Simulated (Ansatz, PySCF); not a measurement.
Process, species as SMILES: C[Si](C)(P)P -> C[Si](C)P + [PH2] (PH2) (the P-Si bond at the site shown breaks; other sites are not compared here)
Structures are relaxed separately at B3LYP-D3(BJ)/def2-TZVP in Ansatz (a first-principles code), one conformer each, not searched for the lowest.

Wanted: bond dissociation energy (enthalpy at 298 K, with B3LYP-D3(BJ) rigid-rotor harmonic-oscillator terms from PySCF), in kJ/mol. Valence correlation only, unless marked. Open shells are spin-unrestricted. No spin-orbit coupling. No relativistic terms. Basis-set limits of correlation are two-point, X^-3; Hartree-Fock from the larger set.

Level to compare with: CCSD(T)/CBS(cc-pV(T+d)Z,cc-pV(Q+d)Z) (Ansatz), 311.9 kJ/mol. It is a level with limits of its own, and the differences hold the functionals' basis error too.

Task: Rank these functionals by how close they come to CCSD(T)/CBS(cc-pV(T+d)Z,cc-pV(Q+d)Z), closest first: SVWN5/def2-TZVPD (Ansatz); LC-wPBE/def2-TZVPD (Ansatz); r2SCAN0/def2-TZVPD (Ansatz).

Result: LC-wPBE/def2-TZVPD (range-separated hybrid, 288.5 kJ/mol, difference -23.4), r2SCAN0/def2-TZVPD (hybrid meta-GGA, 283.2 kJ/mol, difference -28.7), SVWN5/def2-TZVPD (LDA, 346.0 kJ/mol, difference 34.1)
